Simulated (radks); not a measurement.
Nb3+, configuration [Kr] 5s2 (not the ground configuration). Method: Dirac Kohn-Sham, LDA (Slater exchange, Perdew-Wang correlation), spin-unpolarised, spherical densities, finite nucleus; Fermi nuclear charge, rms radius 4.324 fm; computed with a radial shooting solver on a logarithmic mesh with Libxc functionals.

Radial electron density D(r) = 4 pi r^2 rho(r):

r (bohr)  D(r) (e/bohr)
0.002468          3.801
0.003266          6.075
0.004322          9.507
0.005718          14.47
0.007566          21.23
0.01001           29.68
0.01324           38.97
0.01752           47.20
0.02319           51.76
0.03068           50.88
0.04059           46.26
0.05371           44.03
0.07107           50.02
0.09403           60.63
0.1244            62.34
0.1646            49.70
0.2178            39.01
0.2882            43.80
0.3813            47.07
0.5045            32.47
0.6675            15.46
0.8832            10.40
1.169             8.797
1.546             4.672
2.046             1.988
2.707             1.143
3.582            0.4456
4.739           0.06602
6.27           0.002809

D(r) has 3 maxima, at r = 0.0255, 0.112, 0.355 bohr, and minima at 0.0512, 0.227 bohr, inside which lie 2.05, 11.06 electrons.
